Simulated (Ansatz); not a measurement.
Relaxation of CH$_{5}$NOSi (9 atoms, charge 0, multiplicity 1), to a largest force component of 0.015 eV/Å in at most 40 steps.

The calculation used RKS PBE0-D4/def2-SVP in Ansatz.

```xyz
9
Properties=species:S:1:pos:R:3
C -0.116 0.478 -1.528
O -0.066 0.351 -0.136
Si 0.140 -1.171 0.458
N 0.305 -0.886 2.142
H -0.314 1.581 -1.762
H -1.024 -0.008 -1.946
H 0.783 0.212 -2.042
H -0.588 -0.407 2.419
H 0.969 -0.198 2.378
```

Where does it end, and by what steps?

The run converged. After 10 steps the energy has fallen by 1.035 eV; H8 moved furthest, 1.03 Å.

```
step  energy less start (eV)  largest force component (eV/Å)  accepted
   0                  0.0000                           2.622       yes
   1                 -0.2369                           0.862       yes
   2                 -0.3326                           0.792       yes
   3                 -0.4281                           1.448       yes
   4                 -0.6497                           1.143       yes
   5                 -0.8419                           0.965       yes
   6                 -0.9795                           0.321       yes
   7                 -1.0297                           0.259       yes
   8                 -1.0334                           0.169       yes
   9                 -1.0346                           0.016       yes
  10                 -1.0347                           0.007       yes
```

```xyz
9
Properties=species:S:1:pos:R:3
C -0.037 0.512 -1.629
O 0.177 0.253 -0.272
Si -0.674 -0.894 0.618
N 0.126 -0.623 2.111
H -0.316 1.569 -1.776
H -0.839 -0.115 -2.064
H 0.886 0.326 -2.204
H -0.099 -1.136 2.955
H 0.865 0.062 2.244
```

Run time: 31 s on 1 thread of Intel(R) Xeon(R) Platinum 8375C CPU @ 2.90GHz (Ice Lake), on a shared host, peak memory 0.17 GiB.
